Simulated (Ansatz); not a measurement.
Ansatz (a program for electronic structure) input (PBE/6-31G* with LANL2DZ past Ar): The .json file joins the Basis Set Exchange's 6-31G* for atoms up to Ar and LANL2DZ past it.

Ansatz 0.2 input:
```yaml
crystal:
  periodic: [false, false, false]
  atoms:
    - {symbol: B, position_ang: [-0.00000000, -0.00000000, -1.95743500]}
    - {symbol: I, position_ang: [0.00000000, 0.00000000, 0.18466400]}
basis:
  gaussian:
    orbitals: 6-31Gs+LANL2DZ.json
hamiltonian:
  xc: {name: PBE}
relax: {f_tol: 0.003, max_steps: 120}
```

Output:

```
Functional definition: PBE
integrals: 0.00 GiB planned
290 factors; integrals over basis functions are off by at most 3.9e-4 eV
mean field: 0.05 GiB planned
mean field evaluation 1: about -982.2915 eV, gradient 6.0e0 eV
mean field evaluation 2: about -981.9541 eV, gradient 9.8e0 eV
mean field evaluation 4: about -982.4701 eV, gradient 2.5e-1 eV
mean field evaluation 8: about -982.4700 eV, gradient 4.4e-3 eV
mean field -982.47003042 eV, -36.1051076757 hartree, gradient 6.3e-7 eV, S^2 0.000000; 0 other end points of the search recorded, 0 dependent functions left out
the calculation of the forces begins
reference -982.47005520 eV, -36.1051085864 hartree; 6, 6 occupied and 17, 17 virtual orbitals, 290 factors
relax step   1: F+E_penalty+E_count = -982.47003042 eV  Δ(F+E_penalty+E_count) = +0.000e0 eV  max|allowed force component| = 5.233e-1 eV/Å  Δτ_max = 0.0000 Å  (22 SCF iters, accepted)
these checks for a lower state are left out or cut short: starts, cluster_reference, orbital_swaps, neighbouring_geometries, increment
integrals: 0.00 GiB planned
290 factors; integrals over basis functions are off by at most 4.2e-4 eV
mean field: 0.05 GiB planned
mean field evaluation 16: about -982.4822 eV, gradient 1.1e-2 eV
mean field -982.48159405 eV, -36.1055326314 hartree, gradient 1.1e-5 eV, S^2 0.000000; 0 other end points of the search recorded, 0 dependent functions left out
the calculation of the forces begins
reference -982.48161889 eV, -36.1055335441 hartree; 6, 6 occupied and 17, 17 virtual orbitals, 290 factors
relax step   2: F+E_penalty+E_count = -982.48159405 eV  Δ(F+E_penalty+E_count) = -1.156e-2 eV  max|allowed force component| = 5.167e-3 eV/Å  Δτ_max = 0.0230 Å  (23 SCF iters, accepted)
these checks for a lower state are left out or cut short: starts, cluster_reference, orbital_swaps, neighbouring_geometries, increment
integrals: 0.00 GiB planned
290 factors; integrals over basis functions are off by at most 4.2e-4 eV
mean field: 0.05 GiB planned
mean field -982.48159533 eV, -36.1055326783 hartree, gradient 3.3e-5 eV, S^2 0.000000; 0 other end points of the search recorded, 0 dependent functions left out
the calculation of the forces begins
reference -982.48162016 eV, -36.1055335909 hartree; 6, 6 occupied and 17, 17 virtual orbitals, 290 factors
relax step   3: F+E_penalty+E_count = -982.48159533 eV  Δ(F+E_penalty+E_count) = -1.275e-6 eV  max|allowed force component| = 6.254e-5 eV/Å  Δτ_max = 0.0002 Å  (15 SCF iters, accepted)
integrals: 0.00 GiB planned
290 factors; integrals over basis functions are off by at most 4.2e-4 eV
mean field: 0.05 GiB planned
mean field evaluation 32: about -982.4157 eV, gradient 3.8e0 eV
mean field -982.48159533 eV, -36.1055326783 hartree, gradient 3.3e-5 eV, S^2 0.000000; 1 other end points of the search recorded, 0 dependent functions left out
the calculation of the forces begins
reference -982.48162016 eV, -36.1055335909 hartree; 6, 6 occupied and 17, 17 virtual orbitals, 290 factors
Total energy: -982.48162016 eV, -36.1055335909 hartree
Atom 0 at    -0.000000     0.000000    -1.980214 Å, force    -0.000000     0.000000    -0.000063 eV/Å
Atom 1 at     0.000000    -0.000000     0.207443 Å, force     0.000000    -0.000000     0.000063 eV/Å
Dipole moment:    -0.000000     0.000000     0.115222 e Å
```

The geometry given is a B3LYP-D3(BJ)/def2-TZVP minimum.
